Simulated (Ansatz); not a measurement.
Reaction (redistribution): `[OH][SnH]([OH])[OH]` + `[CH3][Al-]1([Cl])[O]C=CC=[O+]1` → `[OH][SnH]([OH])[Cl]` + `[CH3][Al-]1([OH])[O]C=CC=[O+]1`

Computed with Ansatz on PBE0-D4/def2-TZVP structures; ΔE is electronic, products minus reactants. CCSD(T)/CBS is the MP2 limit (def2-TZVPP, def2-QZVPP) plus CCSD(T) − MP2 in def2-TZVPP, frozen cores. Functionals use def2-TZVPP. Elements past krypton have def2 core potentials. For Sn outer-core shells are correlated without core-valence functions, which leaves a few kJ/mol of doubt a bond. One conformer a species, not always the lowest.

`[OH][SnH]([OH])[OH]`:

Z-matrix (Å, degrees):
```
Sn
O 1 1.953
O 1 1.953 2 106.6
O 1 1.953 2 106.8 3 -113.9
H 1 1.690 2 112.1 3 123.1
H 2 0.961 1 111.9 3 4.8
H 3 0.961 1 111.9 2 -109.9
H 4 0.961 1 111.9 2 5.2
```

`[CH3][Al-]1([Cl])[O]C=CC=[O+]1`:

```xyz
14

C     2.209   -1.282    0.067
Al    0.755   -0.283   -0.727
Cl    0.768    0.140   -2.807
O    -0.893   -1.000   -0.355
C    -1.889   -0.353    0.086
C    -1.874    0.972    0.503
C    -0.701    1.716    0.514
O     0.434    1.311    0.124
H     3.165   -0.770   -0.075
H     2.069   -1.426    1.142
H     2.304   -2.271   -0.389
H    -2.827   -0.913    0.149
H    -2.788    1.421    0.864
H    -0.732    2.737    0.905
```

`[OH][SnH]([OH])[Cl]`:

Cartesian coordinates in Å:
```
O 1.290 -0.581 -0.883
Sn -0.470 -0.198 -0.143
O -0.606 1.727 0.068
Cl -0.462 -1.212 1.948
H 1.814 -1.144 -0.306
H -1.761 -0.718 -1.099
H 0.196 2.127 0.415
```

`[CH3][Al-]1([OH])[O]C=CC=[O+]1`:

```xyz
15

C    -0.416    0.832   -2.273
Al   -0.681    0.529   -0.370
O    -2.009    1.163    0.498
O     0.823    0.963    0.602
C     1.425    0.204    1.416
C     1.142   -1.139    1.633
C     0.144   -1.792    0.920
O    -0.606   -1.264    0.049
H     0.495    0.351   -2.641
H    -1.249    0.439   -2.866
H    -0.334    1.898   -2.506
H    -2.686    1.703    0.100
H     2.244    0.664    1.979
H     1.726   -1.692    2.354
H    -0.016   -2.859    1.104
```

Is it downhill or uphill in electronic energy at CCSD(T)/CBS, and by how much? (Estimate.)

Computed: Downhill: ΔE = -5.9 kcal/mol.

What do these levels give: r2SCANh-D4, revPBE, CAM-B3LYP, CCSD/def2-SVP, CCSD(T)/def2-SVP, MP2/CBS(def2)? (Estimate.)

The calculation gave: r2SCANh-D4 -6.8, revPBE -6.6, CAM-B3LYP -7.2, CCSD/def2-SVP -7.2, CCSD(T)/def2-SVP -7.0, MP2/CBS(def2) -5.8 kcal/mol.

What do rigid-rotor, harmonic-oscillator terms from PBE0-D4/def2-TZVP frequencies (298.15 K, 1 bar) make of the CCSD(T)/CBS value? (An estimate is asked.)

The calculation gave: ΔZPE = -0.1 kcal/mol, ΔH = -6.0 kcal/mol, ΔS = 12 J/(mol·K), ΔG = -6.8 kcal/mol.

Largest T1 diagnostic among the species: 0.017.

Leaving LDA and LC-ωPBE aside and taking each functional with its dispersion term where it has one, the values, not all of them listed here, spread over 1.4 kcal/mol, from BHLYP-D4 to ωB97X-V. At CCSD(T), def2-SVP lies −1.1 kcal/mol from the extrapolated value and def2-TZVPP −0.1 kcal/mol.
